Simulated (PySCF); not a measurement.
H5W, SMILES [WH5+] (connectivity only; charge and spin as stated), charge +1, multiplicity 1.

Coordinates come from a B3LYP-D3(BJ)/def2-TZVPD optimisation. The multiplicity is an assumed one; other spin states were not compared. The def2 effective core potentials stand for the cores of W; spin–orbit coupling is left out.

Level of theory: PySCF with PBE/def2-TZVPD.

Symmetry labels are those of the subgroup C2v that the program uses (full group C2v).

Computed valence orbital energies around the gap with their symmetry:
| orbital | symmetry | energy (eV) |
|---|---|---|
| HOMO−7 | B2 | -50.01 |
| HOMO−6 | B1 | -49.66 |
| HOMO−5 | A1 | -49.28 |
| HOMO−4 | A1 | -17.13 |
| HOMO−3 | A1 | -15.72 |
| HOMO−2 | B2 | -15.07 |
| HOMO−1 | B1 | -15.04 |
| HOMO | A1 | -13.98 |
| LUMO | A2 | -12.02 |
| LUMO+1 | A1 | -9.73 |
| LUMO+2 | B2 | -9.70 |
| LUMO+3 | B1 | -9.34 |
